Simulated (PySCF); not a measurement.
F2H4OSi2, SMILES F[SiH](F)O[SiH3]. Atoms are numbered in the order given.

```xyz
9

Si     2.0136     0.5578     0.3177
O      0.4597     0.0509     0.7336
Si    -1.0248    -0.3223     0.1475
F     -0.9066    -1.5184    -0.9438
F     -1.6480     0.9530    -0.6403
H      1.9496     1.9005    -0.3524
H      2.6449    -0.4421    -0.6084
H      2.8029     0.6533     1.5879
H     -1.9268    -0.7277     1.2486
```
Charge 0, spin multiplicity 1.

Geometry: PBE-D3(BJ)/def2-SVP. The geometry has at least one imaginary mode, so it is a saddle point at that level. One conformer was computed; it need not be the lowest.

Computed with PySCF with PBE-D3(BJ)/def2-SVP.

Frequencies are harmonic and unscaled.

Task: List the normal modes with their intensities. (An estimate is asked for; the answer gives what the named calculation found.)

Result: 
```json
[
 {"mode": "1", "ν (cm⁻¹)": "38i", "IR (km/mol)": "0.1", "moving atoms (share of kinetic energy)": "H 92 %"},
 {"mode": "2", "ν (cm⁻¹)": "29", "IR (km/mol)": "1.1", "moving atoms (share of kinetic energy)": "F 44 %, O 27 %, Si 16 %, H 13 %"},
 {"mode": "3", "ν (cm⁻¹)": "73", "IR (km/mol)": "2.1", "moving atoms (share of kinetic energy)": "Si 30 %, O 30 %, F 28 %, H 12 %"},
 {"mode": "4", "ν (cm⁻¹)": "285", "IR (km/mol)": "15.1", "moving atoms (share of kinetic energy)": "F 73 %, O 15 %, Si 10 %"},
 {"mode": "5", "ν (cm⁻¹)": "288", "IR (km/mol)": "8.9", "moving atoms (share of kinetic energy)": "O 41 %, F 41 %, Si 12 %"},
 {"mode": "6", "ν (cm⁻¹)": "399", "IR (km/mol)": "60.6", "moving atoms (share of kinetic energy)": "Si 38 %, F 35 %, O 23 %"},
 {"mode": "7", "ν (cm⁻¹)": "582", "IR (km/mol)": "0.8", "moving atoms (share of kinetic energy)": "Si 68 %, H 16 %, O 11 %"},
 {"mode": "8", "ν (cm⁻¹)": "694", "IR (km/mol)": "44.2", "moving atoms (share of kinetic energy)": "H 84 %, Si 8 %"},
 {"mode": "9", "ν (cm⁻¹)": "707", "IR (km/mol)": "46.5", "moving atoms (share of kinetic energy)": "H 82 %, Si 9 %, O 8 %"},
 {"mode": "10", "ν (cm⁻¹)": "800", "IR (km/mol)": "13.8", "moving atoms (share of kinetic energy)": "H 84 %, F 15 %"},
 {"mode": "11", "ν (cm⁻¹)": "803", "IR (km/mol)": "77.2", "moving atoms (share of kinetic energy)": "H 63 %, F 29 %"},
 {"mode": "12", "ν (cm⁻¹)": "877", "IR (km/mol)": "226.0", "moving atoms (share of kinetic energy)": "H 33 %, F 32 %, Si 32 %"},
 {"mode": "13", "ν (cm⁻¹)": "912", "IR (km/mol)": "49.4", "moving atoms (share of kinetic energy)": "H 95 %"},
 {"mode": "14", "ν (cm⁻¹)": "915", "IR (km/mol)": "75.2", "moving atoms (share of kinetic energy)": "H 96 %"},
 {"mode": "15", "ν (cm⁻¹)": "954", "IR (km/mol)": "218.5", "moving atoms (share of kinetic energy)": "Si 50 %, F 41 %, H 9 %"},
 {"mode": "16", "ν (cm⁻¹)": "954", "IR (km/mol)": "313.7", "moving atoms (share of kinetic energy)": "H 76 %, Si 17 %"},
 {"mode": "17", "ν (cm⁻¹)": "1096", "IR (km/mol)": "444.5", "moving atoms (share of kinetic energy)": "O 72 %, Si 21 %"},
 {"mode": "18", "ν (cm⁻¹)": "2177", "IR (km/mol)": "65.1", "moving atoms (share of kinetic energy)": "H 98 %"},
 {"mode": "19", "ν (cm⁻¹)": "2185", "IR (km/mol)": "120.0", "moving atoms (share of kinetic energy)": "H 96 %"},
 {"mode": "20", "ν (cm⁻¹)": "2201", "IR (km/mol)": "108.7", "moving atoms (share of kinetic energy)": "H 96 %"},
 {"mode": "21", "ν (cm⁻¹)": "2296", "IR (km/mol)": "88.7", "moving atoms (share of kinetic energy)": "H 97 %"}
]
```
